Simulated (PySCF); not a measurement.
CHF2, SMILES F[CH]F, multiplicity 2. Atoms are numbered in the order given.

```xyz
4

F     -0.0282    -0.2419    -1.0974
C      0.1498     0.4871     0.0000
F     -0.0282    -0.2419     1.0974
H     -0.3915     1.4321     0.0000
```
Charge 0, spin multiplicity 2.

Coordinates come from a B3LYP-D3(BJ)/def2-TZVP optimisation. The isomer is the one that the SMILES or the coordinates give; other isomers of the formula were not compared.

All values below come from PySCF with ωB97X/def2-TZVPD.

Computed frontier levels, dipole moment and polarisability:
* **α spin, highest occupied and lowest empty level**: -9.44 and 2.13 eV
* **β spin, highest occupied and lowest empty level**: -14.44 and 0.38 eV
* **dipole moment**: 0.291 e·Å
* **quadrupole, principal values (traceless, Buckingham form, about the centre of nuclear charge)**: -2.39, -0.39, 2.77 D·Å
* **mean static polarisability**: 17.0 bohr³ (2.51 Å³)
* **polarisability, principal values**: 14.9, 17.4, 18.6 bohr³
* **⟨S²⟩**: 0.753 (pure state 0.75)
